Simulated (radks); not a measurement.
The numbers below are computed, except where a source is named.
Q: Coherent X-ray form factor from a spherical all-electron density. Code: a radial shooting solver on a logarithmic mesh with Libxc functionals. Model: scalar-relativistic Kohn-Sham, PBE, spin-polarised, spherical densities, finite nucleus; Fermi nuclear charge, rms radius of each element as measured or else 0.836 A^(1/3) + 0.57 fm.

sin(theta)/lambda (1/angstrom),f0 (electrons)
0.05,63.508
0.1,62.088
0.15,59.898
0.2,57.159
0.25,54.104
0.3,50.943
0.4,44.876
0.5,39.586
0.6,35.123
0.8,28.118
1,23.059
1.25,18.887
1.5,16.290
2,12.797

The species is in the configuration that NIST lists as its ground one. Which atom or ion scatters so?

A: The thulium ion Tm5+, [Kr] 4d10 4f11 5s2 5p5. Extrapolating in s^2 from the first two rows gives f0(0) = 64.0, near the electron count 64; among species with that count, the fall with angle is slower the higher Z, and the table is that of Z = 69; from so few rows the species is fixed only to a neighbour or two.
